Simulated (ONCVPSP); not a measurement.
**Scattering properties, ONCV potential for C**

```
Element                 : carbon (C)
Generator               : ONCVPSP 4.0.1
Type                    : optimised norm-conserving Vanderbilt (ONCV)
Functional              : PBE
Relativity              : scalar-relativistic
Frozen core             : none
Valence charge          : 6
Reference configuration : 1s2 2s2 2p2
Partial waves           : 1s+2s: rc 0.45 bohr, ncon 3, nbas 8, qcut 23.7 1/bohr, 2 projectors; 2p: rc 2.55 bohr, ncon 4, nbas 8, qcut 6.3 1/bohr, 3 projectors, debl 2.1 Ha; d scattering state at 0.37 Ha: rc 2.05 bohr, ncon 4, nbas 7, qcut 5 1/bohr, 3 projectors, debl 1.7 Ha
Local potential         : polynomial inside 0.35 bohr (lpopt 5, dvloc0 0 Ha)
Core correction         : none
```

The phase is arctan(r·R′/R) of the radial function R(r), unwrapped; energies in Ha, scanned from -12 to 5 Ha. A pole is an energy at which the radial function vanishes at the test radius. The pseudo phase is shifted by a multiple of π to meet the all-electron one at the reference energy, and phase errors are pseudo minus all-electron; the curves can meet again beyond the range given. Levels narrower than the energy grid can be missing from the lists of poles.

| channel | radius (bohr) | reference energy (Ha) | poles, all-electron | poles, pseudo | unbroken range about the reference energy with phases within 0.05 rad | phase error 1 Ha above the reference energy (rad) |
| --- | --- | --- | --- | --- | --- | --- |
| s | 0.46 | -0.51 | -5.42 | -5.42 | the whole range | +0.000 |
| p | 2.60 | -0.19 | 0.01, 2.31 | 0.01, 2.31 | the whole range | +0.001 |
| d | 2.08 | 0.37 | 2.46 | 2.46 | the whole range | -0.000 |

Phases in the p channel:

```
E (Ha)  all-electron  pseudo
-11.96         1.485   1.485
-11.52         1.483   1.483
-11.08         1.481   1.481
-10.64         1.479   1.479
-10.20         1.477   1.477
 -9.76         1.475   1.475
 -9.32         1.472   1.472
 -8.88         1.470   1.470
 -8.44         1.467   1.467
 -8.00         1.464   1.464
 -7.56         1.460   1.460
 -7.12         1.456   1.456
 -6.68         1.452   1.452
 -6.24         1.447   1.447
 -5.80         1.442   1.442
 -5.36         1.436   1.436
 -4.92         1.429   1.429
 -4.48         1.421   1.421
 -4.04         1.412   1.412
 -3.60         1.401   1.401
 -3.16         1.387   1.387
 -2.72         1.368   1.368
 -2.28         1.344   1.344
 -1.84         1.309   1.309
 -1.40         1.252   1.252
 -0.96         1.135   1.135
 -0.52         0.643   0.643
 -0.08        -1.443  -1.443
  0.36        -1.947  -1.947
  0.80        -3.219  -3.218
  1.24        -4.340  -4.340
  1.68        -4.572  -4.572
  2.12        -4.678  -4.678
  2.56        -4.757  -4.757
  3.00        -4.851  -4.851
  3.44        -5.048  -5.048
  3.88        -6.275  -6.275
  4.32        -7.502  -7.502
  4.76        -7.691  -7.691
```
